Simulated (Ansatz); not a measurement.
Basis-set extrapolation for Cl4H2SSi2 (`Cl[SiH2]S[Si](Cl)(Cl)Cl`) (PBE0-D4/def2-TZVP geometry, frozen core, the Gaussian-basis code of Ansatz). Multiplicity 1, RHF reference.

```tsv
	def2-TZVPP	def2-QZVPP
HF	-2814.921578	-2815.001286
MP2 correlation	-1.161915	-1.277890
CCSD(T) correlation	-1.303949	not run
```

Energies in hartree. Use E(X) = E(∞) + A·exp(−7.88·√X) for Hartree–Fock and E(X) = E(∞) + B·X^(−2.97) for correlation, with X = 3 and 4, and add CCSD(T) minus MP2 of the smaller set to the MP2 limit.

What is the CCSD(T) energy at the basis-set limit?

HF limit: -2815.001286 + (-0.079708) × 0.13774 = -2815.01226. MP2 limit: -1.277890 + (-0.115975) × 0.74074 = -1.36380. Higher-order term: -1.303949 − (-1.161915) = -0.14203. Total: -2816.51809 hartree, 768.1 kJ/mol below CCSD(T)/def2-TZVPP.
